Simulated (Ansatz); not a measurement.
**Abstraction of Cl: GeH2Cl2 + C2HCl2Si → GeH2Cl + C2HCl3Si**

Gas-phase species: GeH2Cl2 `[Cl][GeH2][Cl]`, singlet; C2HCl2Si `C#C[Si](Cl)Cl`, doublet; GeH2Cl `[Cl][GeH2]`, doublet; C2HCl3Si `C#C[Si](Cl)(Cl)Cl`, singlet. A radical takes Cl: the energy is the difference in strength between the Ge–Cl bond broken and the Si–Cl bond made.

Shapes, held fixed at every level: PBE0-D4/def2-TZVP. Programs: Ansatz 0.2.0. The zero-point and thermal change to 298 K, harmonic and unscaled (PBE0-D4/def2-TZVP), is -2.0 kJ/mol.

Problem. Estimate ΔH(298 K) of this reaction.

Solution. The highest level, CCSD(T)/def2-TZVPP, gives ΔH(298 K) = -53.4 kJ/mol; the levels span -66.7 to -51.4. The column of differences is taken from that level and isn't an error. No measured value is set beside it here. Spin contamination: C2HCl2Si (⟨S²⟩ up to 0.80). Open shells run unrestricted. Relativity is left out for Ge. Outer-core shells of Ge are correlated, in sets that cover them unevenly.

| level | kind | ΔH(298 K) (kJ/mol) | less CCSD(T)/def2-TZVPP |
| --- | --- | --- | --- |
| MP2/def2-TZVPP | perturbation theory | -65.4 | -12.0 |
| SPW92/def2-TZVPP | LDA | -51.4 | +2.0 |
| B3LYP-D4/def2-TZVPP | global hybrid | -53.6 | -0.2 |
| wB97M-V/def2-TZVPP | range-separated hybrid | -66.7 | -13.3 |
| wB97X-V/def2-TZVPP | range-separated hybrid | -55.3 | -1.9 |
| B2PLYP/def2-TZVPP | double hybrid | -52.1 | +1.3 |
| CCSD/def2-SVP | coupled cluster or CI | -53.3 | +0.1 |
| CCSD(T)/def2-TZVPP | coupled cluster or CI | -53.4 | 0.0 |
